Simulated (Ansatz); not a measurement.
Reaction (redistribution): `C[O][GeH]([F])[AlH2]` + `CCBNC` → `CC[BH][AlH2]` + `C[NH][GeH]([F])[O]C`

Calculated with Ansatz (gas phase, PBE0-D4/def2-TZVP geometries, no zero-point term in ΔE). CBS: MP2 limit from def2 TZ/QZ plus the TZ coupled-cluster correction, frozen cores. For Ge outer-core shells are correlated without core-valence functions, which leaves a few kJ/mol of doubt a bond. Scalar relativity is left out up to krypton. Each species was taken in one conformer, which may not be the lowest.

```csv
level,ΔE (eV)
HF/def2-TZVPP,1.78
MP2/def2-TZVPP,1.90
CCSD(T)/def2-TZVPP,1.87
HF/CBS(def2),1.77
```

What does CCSD(T)/CBS give? (Estimate.)

The calculation gave: +1.89 eV. The listed levels differ from it by -0.11, 0.01, -0.02, -0.12 eV.

Largest T1 diagnostic among the species: 0.012.

From PBE to PBE0 (25 % exact exchange), in def2-TZVPP and without D4, ΔE moves by −0.05 eV. In def2-TZVPP, CCSD(T) changes the Hartree–Fock value by +0.09 eV (the triples alone add +0.02 eV) and MP2 by +0.12 eV.
